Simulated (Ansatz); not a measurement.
C$_{3}$H$_{11}$ClSi$_{2}$, singlet, at a GFN2-xTB geometry; Ansatz (an electronic-structure program) with HF/def2-SVP.

Here is a job for Ansatz.
Ansatz 0.2 input:
```yaml
crystal:
  periodic: [false, false, false]
  atoms:
    - {symbol: Si, position_ang: [1.38574552, 0.01078517, -0.66603253]}
    - {symbol: Cl, position_ang: [3.28671057, 0.39530618, -0.09504702]}
    - {symbol: C, position_ang: [0.39310018, -0.43655092, 0.88983225]}
    - {symbol: C, position_ang: [-1.03425701, -0.92093667, 0.62996215]}
    - {symbol: Si, position_ang: [-2.24902994, 0.42635816, 0.05055865]}
    - {symbol: C, position_ang: [-3.99198481, -0.32199910, -0.00927285]}
    - {symbol: H, position_ang: [0.88100468, 1.21093354, -1.32693585]}
    - {symbol: H, position_ang: [1.42854550, -1.11683671, -1.59744561]}
    - {symbol: H, position_ang: [0.93876911, -1.21913847, 1.42840870]}
    - {symbol: H, position_ang: [0.35985719, 0.42251988, 1.56471019]}
    - {symbol: H, position_ang: [-1.42381919, -1.35819898, 1.55389569]}
    - {symbol: H, position_ang: [-1.00845649, -1.73356138, -0.09894666]}
    - {symbol: H, position_ang: [-1.87668566, 0.91035475, -1.28527381]}
    - {symbol: H, position_ang: [-2.22105186, 1.54663007, 1.00170387]}
    - {symbol: H, position_ang: [-4.31032785, -0.67660005, 0.96680194]}
    - {symbol: H, position_ang: [-4.03978035, -1.16281268, -0.69520417]}
    - {symbol: H, position_ang: [-4.71730301, 0.41341815, -0.34240989]}
basis:
  gaussian:
    orbitals: def2-SVP
hamiltonian:
  xc: hf
```

**Question.** Write the output that Ansatz gives for this input, abridged.

**Answer.** 
```
Functional definition: HF
1500 factors; integrals over basis functions are off by at most 1.1e-3 eV
mean field evaluation 1: about -31480.8310 eV, gradient 3.3e1 eV
mean field evaluation 2: about -31480.8337 eV, gradient 3.3e1 eV
mean field evaluation 4: about -31484.1820 eV, gradient 3.4e0 eV
mean field evaluation 8: about -31484.2254 eV, gradient 9.5e-5 eV
mean field -31484.22544881 eV, -1157.0239444691 hartree, gradient 1.1e-5 eV, S^2 0.000000; 0 other end points of the search recorded, 0 dependent functions left out
reference -31484.22544881 eV, -1157.0239444691 hartree; 37, 37 occupied and 114, 114 virtual orbitals, 1500 factors
Total energy: -31484.22544881 eV, -1157.0239444691 hartree
```
